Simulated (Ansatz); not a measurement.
An input meant for [Cu(NH3)3]+ (CuN₃H₉⁺) (charge 1, singlet; with a point charge).

```yaml
crystal:
  periodic: [false, false, false]
  atoms:
    - {symbol: Cu, position_ang: [-0.004436, -0.002600, -0.002865]}
    - {symbol: N, position_ang: [2.036943, -0.008124, -0.013055]}
    - {symbol: H, position_ang: [2.465365, -0.945138, -0.049646]}
    - {symbol: H, position_ang: [2.443105, 0.441592, 0.821943]}
    - {symbol: H, position_ang: [2.437735, 0.503116, -0.814473]}
    - {symbol: N, position_ang: [-1.008531, 1.773599, -0.002717]}
    - {symbol: H, position_ang: [-1.585944, 1.907019, 0.841812]}
    - {symbol: H, position_ang: [-1.664920, 1.865633, -0.793245]}
    - {symbol: H, position_ang: [-0.407174, 2.609531, -0.052844]}
    - {symbol: N, position_ang: [-1.028854, -1.765784, 0.013236]}
    - {symbol: H, position_ang: [-2.054968, -1.668316, -0.009173]}
    - {symbol: H, position_ang: [-0.830367, -2.337249, 0.848971]}
    - {symbol: H, position_ang: [-0.797943, -2.373299, -0.787953]}
basis:
  gaussian: {orbitals: cc-pVDZ, point_charges: [{charge: 1.00, position_ang: [6.428, -0.400, -0.579]}]}
total_charge: 1
hamiltonian: {xc: {name: wB97M-V}, dispersion: d4}
scf: {lower_state_search: off}
output: {forces: true}
```

```sh
$ ansatz run in.yaml --threads 4 --pin off --events-out ev --progress --plain --max-ram 3916MiB
```

(1) Predict how Ansatz answers.

Results:

(1) The program refused the input. The program holds no damping parameters for this pairing of functional and dispersion term, so they'd have to be typed.
```
Error: invalid value for `hamiltonian.dispersion`: no damping is tabulated for this functional; type it, or the functional that lends it
```
